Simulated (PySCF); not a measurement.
# How the method changes the constants of InC

State: ⁴Σ⁻ (quartet), unpaired electrons σ ↑, π ↑↑. Set-up: basis In x2c-TZVPPall, C x2c-TZVPPall; spin-free X2C with a Gaussian nucleus; PySCF 2.14. De refers to In + C in their high-spin ground configurations, without counterpoise correction. The functionals are run spin-unrestricted. A positive dipole means In(−)C(+).

| Level | Re (Å) | ωe (cm⁻¹) | De (eV) | μ (D) | CPU s a point (SCF and correlation, without the integrals) |
| --- | --- | --- | --- | --- | --- |
| UHF | 2.232 | 483 | 1.99 | -2.65 | 1.4 |
| UHF-MP2 | 2.202 | 491 | 2.78 | n/a | 2.4 |
| UHF-SCS-MP2 | 2.210 | 487 | 2.47 | n/a | n/a |
| UHF-CCSD | 2.204 | 488 | 2.63 | n/a | n/a |
| UHF-CCSD(T) | 2.202 | 487 | 2.74 | n/a | 55 |
| PBE | 2.217 | 454 | 3.18 | -2.69 | 1.9 |
| r²SCAN | 2.202 | 478 | 3.11 | -2.57 | 2.7 |
| M06-L | 2.223 | 465 | 3.20 | -2.74 | 2.8 |
| B3LYP | 2.224 | 456 | 2.77 | -2.88 | 3 |
| PBE0 | 2.202 | 476 | 2.97 | -2.76 | 3.7 |
| M06 | 2.219 | 473 | 3.06 | -2.89 | 3.5 |
| MN15 | 2.193 | 478 | 2.87 | -2.59 | 3.8 |
| ωB97X | 2.202 | 486 | 2.90 | -2.77 | 5.5 |

Task: Which functional lies closest to UHF-CCSD(T) in De, which farthest, and by how much do they differ from it?

Result: Closest is B3LYP (+2.2 pm in Re, -6.4 % in ωe, +0.03 eV in De against UHF-CCSD(T) in the same basis), farthest M06-L (+2.1 pm in Re, -4.5 % in ωe, +0.46 eV in De). CCSD(T) converges more slowly with the basis than the functionals do and binds too weakly in this one, so the order can change at the basis-set limit.

Task: What does a quarter of exact exchange do here, going from PBE to PBE0?

Result: PBE0 less PBE: -1.5 pm in Re, +4.8 % in ωe, -0.21 eV in De. Exact exchange removes part of the self-interaction that spreads semilocal densities, and in most molecules shortens and stiffens the bond and lowers De; so it does here.

Task: What does the step from GGA to meta-GGA do here, going from PBE to r²SCAN?

Result: r²SCAN less PBE: -1.5 pm in Re, +5.3 % in ωe, -0.07 eV in De. 

Correlated steps freeze 19 core orbitals. These are scalar-relativistic numbers at best; spin–orbit coupling would shift them, the dissociation energy most. The state was picked by a PBE0 search and need not be the measured ground state.

The whole job (state search and all levels along the bond) took about 16 min on 1 thread of Arm Neoverse V1 (shared host), peak memory 2.3 GiB.
